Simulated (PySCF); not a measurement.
**SbF₃: adding exact exchange**

Base calculation in PySCF with density fitting and no spin–orbit coupling, PBE/def2-TZVP (scalar-relativistic core potentials): singlet, C3v, Sb–F 1.918 Å (×3); F–Sb–F 95.5° (×3); wavenumbers 185 (×2), 223, 602 (×2), 622 cm⁻¹; dipole moment 3.68 D, gap between the highest occupied and lowest empty levels 5.93 eV, polar-tensor charge of Sb 1.77 e, atomisation energy (no zero-point energy) 1408 kJ/mol.

Task: What changes on going to PBE0/def2-TZVP (scalar-relativistic core potentials)?

Result: The point group stays the same. Changes: mean bond to Sb -0.032 Å, smallest bond angle -0.7 degrees, highest wavenumber +46 cm⁻¹, lowest wavenumber +14 cm⁻¹, dipole moment +0.09 D, gap between the highest occupied and lowest empty levels +2.23 eV, polar-tensor charge of Sb +0.13 e, atomisation energy (no zero-point energy) -109 kJ/mol. The new structure has Sb–F 1.886 Å (×3); F–Sb–F 94.8° (×3), with wavenumbers 199 (×2), 245, 643 (×2), 668 cm⁻¹. Exact exchange shortens and stiffens the bonds and opens the gap, the usual pattern.

The structures come from searches over a few start shapes, so lower isomers are not excluded.
